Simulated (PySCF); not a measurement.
C4H7, SMILES C=C([CH2])C (connectivity only; charge and spin as stated), charge +1, multiplicity 1.

The structure is a stationary point at B3LYP-D3(BJ)/def2-SVP. The spin state was assumed, not searched. The isomer is the one that the SMILES or the coordinates give; other isomers of the formula were not compared.

These are ωB97X/def2-TZVP in PySCF values and carry that method's errors.

Symmetry labels are those of the subgroup Cs that the program uses (full group Cs).

### Question
List the valence orbital energies around the gap with their symmetry. (Estimate from the structure and the level; the computed values follow.)

### Answer

```json
[
 {"orbital": "HOMO−7", "symmetry": "A'", "energy (eV)": "-24.21"},
 {"orbital": "HOMO−6", "symmetry": "A'", "energy (eV)": "-22.32"},
 {"orbital": "HOMO−5", "symmetry": "A\"", "energy (eV)": "-22.03"},
 {"orbital": "HOMO−4", "symmetry": "A\"", "energy (eV)": "-19.88"},
 {"orbital": "HOMO−3", "symmetry": "A'", "energy (eV)": "-19.75"},
 {"orbital": "HOMO−2", "symmetry": "A'", "energy (eV)": "-18.85"},
 {"orbital": "HOMO−1", "symmetry": "A\"", "energy (eV)": "-18.44"},
 {"orbital": "HOMO", "symmetry": "A'", "energy (eV)": "-16.88"},
 {"orbital": "LUMO", "symmetry": "A\"", "energy (eV)": "-7.67"},
 {"orbital": "LUMO+1", "symmetry": "A'", "energy (eV)": "-2.82"},
 {"orbital": "LUMO+2", "symmetry": "A'", "energy (eV)": "-1.31"},
 {"orbital": "LUMO+3", "symmetry": "A'", "energy (eV)": "-0.37"}
]
```
